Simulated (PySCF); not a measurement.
# Relaxation of triplet [CoH4]-

Computed with UPBE0/[Co def2-TZVPD, H def2-TZVPD], no relativity, density fitting, PySCF. A (50,194) grid was used.

A hand-made see-saw start, of C2v symmetry, held to at least that symmetry:

Coordinates in bohr (charge -1 multiplicity 3):
```
Co    0.0000    0.0000   -0.0608
H     0.0000    2.6921    0.1747
H     0.0000   -2.6921    0.1747
H     2.1295    0.0000    1.6029
H    -2.1295    0.0000    1.6029
```

Optimiser trace:
```tsv
step	E − E(last) (kJ/mol)	largest gradient (Eh/bohr)
0	133.48	0.04465
1	82.42	0.02645
2	30.72	0.02269
3	20.41	0.02426
4	16.55	0.02172
5	9.34	0.01435
6	3.12	0.00672
7	0.75	0.00250
8	0.25	0.00153
9	0.09	0.00108
10	0.06	0.00064
11	0.05	0.00047
12	0.04	0.00043
13	0.03	0.00040
14	0.02	0.00054
15	0.01	0.00045
16	0.00	0.00018
```

It ends at D4h with Co–H 1.586 Å (×4); H–Co–H 90.0° (×4), H–Co–H 180.0° (×2) (after a last refinement on a finer grid). A frequency run shows a minimum. Other isomers or separated fragments may lie lower.

Other spin states or occupations of the open shell can lie lower.

The relaxation took of the order of 70 core-seconds on a shared host.
